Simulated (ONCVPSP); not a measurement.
Pseudopotential generation for Re (Z = 75): ONCV, PBE, fully relativistic.

* Element: Re (Z = 75)
* Generator: ONCVPSP 4.0.1
* Type: optimised norm-conserving Vanderbilt (ONCV)
* Functional: PBE
* Relativity: fully relativistic
* Frozen core: [Kr] 4d10 4f14 5s2
* Valence charge: 13
* Reference configuration: 5p6 5d5 6s1 (charge +1)
* Partial waves: 6s: rc 2.00 bohr, ncon 5, nbas 9, qcut 3 1/bohr, 2 projectors, debl 0.9 Ha; 5p: rc 2.05 bohr, ncon 4, nbas 9, qcut 7.6 1/bohr, 3 projectors, debl 1.1 Ha; 5d: rc 2.70 bohr, ncon 5, nbas 10, qcut 4.5 1/bohr, 2 projectors, debl 3.8 Ha
* Local potential: polynomial inside 1.55 bohr (lpopt 5, dvloc0 2 Ha)
* Core correction: Teter function fitted to the true core (icmod 2), fcfact 0.35

Open shells are filled in proportion to 2j + 1.

All-electron outer shells of the reference configuration (PBE, scalar-relativistic, ld1.x):

```csv
shell,level (eV),outermost node (bohr),outermost maximum (bohr)
5p,-54.81,0.56,1.06
4f,-50.07,–,0.41
5d,-12.94,0.62,1.41
6s,-12.68,1.24,2.48
```

(1) Does this generation succeed?

Results:

(1) No. ONCVPSP 4.0.1 stopped with "optimize: ERROR ps0norm > uunorm, code will stop": the continuity conditions at rc already need more norm inside rc than the all-electron wave has, so norm conservation cannot be met. It happened in the s channel.
